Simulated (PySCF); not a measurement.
C3H9ClSi (SMILES C[Si](C)(C)Cl), singlet, geometry from GFN2-xTB; CAMB3LYP/3-21G (PySCF).

The PySCF input:
```python
from pyscf import gto, scf, dft

mol = gto.Mole()
mol.atom = '''
    C    -0.749786    1.596724   -0.367297
    Si    0.169352    0.115071    0.399601
    C     1.634702   -0.411308   -0.697683
    C    -1.021455   -1.344569    0.682118
    Cl    0.909135    0.694425    2.215661
    H    -1.167217    1.342949   -1.336705
    H    -1.567859    1.925730    0.267133
    H    -0.085296    2.444611   -0.507256
    H     2.175572   -1.246087   -0.260960
    H     1.299491   -0.716841   -1.683894
    H     2.342599    0.402248   -0.828328
    H    -1.449671   -1.691182   -0.253232
    H    -1.842562   -1.063858    1.335576
    H    -0.512381   -2.186409    1.142728
'''
mol.basis = '3-21g'
mol.charge = 0
mol.spin = 0
mol.verbose = 4
mol.build()

mf = dft.RKS(mol)
mf.xc = 'camb3lyp'
mf.kernel()
mf.analyze()
```

Question: Write the output that PySCF gives for this input, abridged.

Answer: 
```
PySCF version 2.14.0

[INPUT] verbose = 4
[INPUT] num. atoms = 14
[INPUT] num. electrons = 58
[INPUT] charge = 0
[INPUT] spin (= nelec alpha-beta = 2S) = 0
[INPUT] symmetry False subgroup None
[INPUT] Mole.unit = angstrom
[INPUT] Symbol           X                Y                Z      unit          X                Y                Z       unit  Magmom
[INPUT]  1 C     -0.749786000000   1.596724000000  -0.367297000000 AA   -1.416890192033   3.017371056520  -0.694090736374 Bohr   0.0
[INPUT]  2 Si     0.169352000000   0.115071000000   0.399601000000 AA    0.320028898647   0.217452674880   0.755136449102 Bohr   0.0
[INPUT]  3 C      1.634702000000  -0.411308000000  -0.697683000000 AA    3.089139075279  -0.777259472843  -1.318429791765 Bohr   0.0
[INPUT]  4 C     -1.021455000000  -1.344569000000   0.682118000000 AA   -1.930270198568  -2.540867165580   1.289016204636 Bohr   0.0
[INPUT]  5 Cl     0.909135000000   0.694425000000   2.215661000000 AA    1.718016160256   1.312273064051   4.186992474880 Bohr   0.0
[INPUT]  6 H     -1.167217000000   1.342949000000  -1.336705000000 AA   -2.205720457936   2.537805809259  -2.526006359337 Bohr   0.0
[INPUT]  7 H     -1.567859000000   1.925730000000   0.267133000000 AA   -2.962824111934   3.639102289859   0.504808208833 Bohr   0.0
[INPUT]  8 H     -0.085296000000   2.444611000000  -0.507256000000 AA   -0.161186079521   4.619645271099  -0.958574915042 Bohr   0.0
[INPUT]  9 H      2.175572000000  -1.246087000000  -0.260960000000 AA    4.111235244272  -2.354763157381  -0.493142929466 Bohr   0.0
[INPUT] 10 H      1.299491000000  -0.716841000000  -1.683894000000 AA    2.455682091337  -1.354633164859  -3.182098482798 Bohr   0.0
[INPUT] 11 H      2.342599000000   0.402248000000  -0.828328000000 AA    4.426870529680   0.760138554154  -1.565313061309 Bohr   0.0
[INPUT] 12 H     -1.449671000000  -1.691182000000  -0.253232000000 AA   -2.739481160724  -3.195870806794  -0.478539125976 Bohr   0.0
[INPUT] 13 H     -1.842562000000  -1.063858000000   1.335576000000 AA   -3.481937547531  -2.010400255428   2.523872858542 Bohr   0.0
[INPUT] 14 H     -0.512381000000  -2.186409000000   1.142728000000 AA   -0.968259761431  -4.131714206284   2.159442954872 Bohr   0.0

nuclear repulsion = 298.106757749247
number of shells = 47
number of NR pGTOs = 126
number of NR cGTOs = 71
basis = 3-21g
ecp = {}

******** <class 'pyscf.dft.rks.RKS'> ********
method = RKS
initial guess = minao
damping factor = 0
level_shift factor = 0
DIIS = <class 'pyscf.scf.diis.CDIIS'>
diis_start_cycle = 1
diis_space = 8
diis_damp = 0
SCF conv_tol = 1e-09
SCF conv_tol_grad = None
SCF max_cycles = 50
direct_scf = True
direct_scf_tol = 1e-13
XC library pyscf.dft.libxc version 7.1.2
    S. Lehtola, C. Steigemann, M. J. T. Oliveira, and M. A. L. Marques,  SoftwareX 7, 1–5 (2018)
XC functionals = camb3lyp
    T. Yanai, D. P. Tew, and N. C. Handy,  Chem. Phys. Lett. 393, 51 (2004)
radial grids:
    Treutler-Ahlrichs [JCP 102, 346 (1995); DOI:10.1063/1.469408] (M4) radial grids

becke partition: Becke, JCP 88, 2547 (1988); DOI:10.1063/1.454033
pruning grids: <function nwchem_prune>
grids dens level: 3
symmetrized grids: False
atomic radii adjust function: <function treutler_atomic_radii_adjust>
small_rho_cutoff = 0
Set gradient conv threshold to 3.16228e-05
Initial guess from minao.
tot grids = 168688
init E= -864.742242157475
  HOMO = -0.347301262251751  LUMO = 0.0410860226887988  gap/eV = 10.56856
cycle= 1 E= -865.004060693729  delta_E= -0.262  |g|= 0.393  |ddm|= 3.13
  HOMO = -0.32232475429287  LUMO = 0.102839836550598  gap/eV = 11.56932
cycle= 2 E= -865.026622404595  delta_E= -0.0226  |g|= 0.285  |ddm|= 0.723
  HOMO = -0.353777320727458  LUMO = 0.101680479533279  gap/eV = 12.39364
cycle= 3 E= -865.047396693215  delta_E= -0.0208  |g|= 0.0152  |ddm|= 0.282
  HOMO = -0.352970547901191  LUMO = 0.104025197204266  gap/eV = 12.43549
cycle= 4 E= -865.047459730473  delta_E= -6.3e-05  |g|= 0.00751  |ddm|= 0.0303
  HOMO = -0.353019864417621  LUMO = 0.103586307108037  gap/eV = 12.42489
cycle= 5 E= -865.047475865783  delta_E= -1.61e-05  |g|= 0.000833  |ddm|= 0.0103
  HOMO = -0.353171915614184  LUMO = 0.103432410809681  gap/eV = 12.42484
cycle= 6 E= -865.047476138487  delta_E= -2.73e-07  |g|= 0.000193  |ddm|= 0.00192
  HOMO = -0.353121045511604  LUMO = 0.103491259380525  gap/eV = 12.42505
cycle= 7 E= -865.047476151942  delta_E= -1.35e-08  |g|= 3.17e-05  |ddm|= 0.000397
  HOMO = -0.353128965901346  LUMO = 0.103485015969387  gap/eV = 12.42510
cycle= 8 E= -865.047476152506  delta_E= -5.64e-10  |g|= 2.9e-06  |ddm|= 0.000104
  HOMO = -0.353128203213552  LUMO = 0.103485999595911  gap/eV = 12.42511
Extra cycle  E= -865.04747615251  delta_E= -4.32e-12  |g|= 1.08e-06  |ddm|= 1.2e-05
converged SCF energy = -865.04747615251
**** SCF Summaries ****
Total Energy =                        -865.047476152509830
Nuclear Repulsion Energy =             298.106757749247322
One-electron Energy =                -1784.163645569369464
Two-electron Energy =                  621.009411667612312
Two-electron Coulomb Energy =          689.678919294705679
DFT Exchange-Correlation Energy =      -68.669507627093424
HOMO-LUMO gap [eV] =                    12.425105334862875
**** MO energy ****
MO #1   energy= -100.865281448348  occ= 2
MO #2   energy= -65.7735590624772  occ= 2
MO #3   energy= -10.1827512116383  occ= 2
MO #4   energy= -10.1825581089027  occ= 2
MO #5   energy= -10.182550105195   occ= 2
MO #6   energy= -9.43698541648772  occ= 2
MO #7   energy= -7.20781097674117  occ= 2
MO #8   energy= -7.19985761986403  occ= 2
MO #9   energy= -7.19985569783242  occ= 2
MO #10  energy= -5.36223848898289  occ= 2
MO #11  energy= -3.7229471937899   occ= 2
MO #12  energy= -3.71804806722816  occ= 2
MO #13  energy= -3.71804706704636  occ= 2
MO #14  energy= -0.910271455650614 occ= 2
MO #15  energy= -0.803738483075576 occ= 2
MO #16  energy= -0.773453232960056 occ= 2
MO #17  energy= -0.77344073847113  occ= 2
MO #18  energy= -0.561149218164222 occ= 2
MO #19  energy= -0.497111435182944 occ= 2
MO #20  energy= -0.488970035444523 occ= 2
MO #21  energy= -0.488931220318559 occ= 2
MO #22  energy= -0.472067145642036 occ= 2
MO #23  energy= -0.471970659109251 occ= 2
MO #24  energy= -0.458564192079773 occ= 2
MO #25  energy= -0.413214354651452 occ= 2
MO #26  energy= -0.404779385900086 occ= 2
MO #27  energy= -0.404736398194033 occ= 2
MO #28  energy= -0.353156094639851 occ= 2
MO #29  energy= -0.353128203213552 occ= 2
MO #30  energy= 0.103485999595911  occ= 0
MO #31  energy= 0.142493896461997  occ= 0
MO #32  energy= 0.153699904205422  occ= 0
MO #33  energy= 0.153763215049991  occ= 0
MO #34  energy= 0.209177942060207  occ= 0
MO #35  energy= 0.21281603969344   occ= 0
MO #36  energy= 0.212945160544285  occ= 0
MO #37  energy= 0.230955187369267  occ= 0
 ** Mulliken pop on meta-lowdin orthogonal AOs  **
 ** Mulliken pop  **
 ** Mulliken atomic charges  **
charge of    0C =     -0.54891
charge of    1Si =      0.90826
charge of    2C =     -0.54887
charge of    3C =     -0.54887
charge of    4Cl =     -0.31994
charge of    5H =      0.11588
charge of    6H =      0.11846
charge of    7H =      0.11843
charge of    8H =      0.11835
charge of    9H =      0.11591
charge of   10H =      0.11852
charge of   11H =      0.11590
charge of   12H =      0.11848
charge of   13H =      0.11840
Dipole moment(X, Y, Z, Debye): -1.07613, -0.84236, -2.64213
```
